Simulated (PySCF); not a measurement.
B(F)(Me)(NHMe) (C2H7BFN), SMILES CNB(C)F. The structure is a stationary point at PBE-D3(BJ)/def2-SVP. This is a generated structure with no PubChem entry under its InChIKey; it may be hypothetical. Other conformers were not sampled.

**Question.** Give the equilibrium geometry at PBE-D3(BJ)/def2-SVP (PySCF confirms it by a frequency run) as Cartesian coordinates in Å, and its point group. (The exact figures need the calculation; the answer reports its results.)

**Answer.** One answer among several that fit: point group Cs.
```xyz
12

B     -0.0585     0.5108     0.0000
F     -1.4165     0.4223     0.0000
C      0.6123     1.9394     0.0000
H      1.7202     1.9182     0.0000
H      0.2809     2.5203    -0.8869
H      0.2809     2.5203     0.8869
N      0.6729    -0.6944     0.0000
C      0.1296    -2.0387     0.0000
H      1.6924    -0.6385     0.0000
H      0.4401    -2.6179    -0.8976
H      0.4401    -2.6179     0.8976
H     -0.9752    -1.9823     0.0000
```
Charge 0, spin multiplicity 1.
